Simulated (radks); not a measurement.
The antimony ion Sb47+, 4 electrons, occupied as [He] 2s2 (the NIST ground configuration).

Calculated with a radial shooting solver on a logarithmic mesh with Libxc functionals: Dirac Kohn-Sham, PBE, spin-unpolarised, spherical densities, finite nucleus; Fermi nuclear charge, rms radius 4.6802 fm.

Energy parts (hartree):
| part | energy |
|---|---|
| total | -3294.19551 |
| kinetic | 3557.94915 |
| electron-nucleus | -6935.38656 |
| Hartree | 126.84569 |
| exchange-correlation | -43.60380 |

Orbitals (lengths in bohr, moments of r in powers of bohr; r(max) is where P^2 peaks; r(90%) holds 90 % of the orbital's charge):
orbital  occ.  eigenvalue (hartree)  <1/r>  r(90%)   r(max)     <r^2>  small-component weight
1s1/2       2             -1281.390  54.50  0.0508  0.01831  0.001082                3.54e-02
2s1/2       2             -308.2622  13.49   0.177  0.09999   0.01560                8.47e-03
2p1/2       0             -303.6160  13.42   0.156  0.07597   0.01121                8.40e-03
2p3/2       0             -292.7242  12.47   0.162  0.08019   0.01225                8.08e-03
3s1/2       0             -132.7530  5.803   0.385   0.2563   0.08053                3.63e-03

The highest occupied level is 2s1/2 at -8388.2 eV. Summed over all electrons, <r^2> = 0.03336 bohr^2, which gives a Langevin (diamagnetic) susceptibility term of -0.0264 x 10^-6 cm^3/mol.
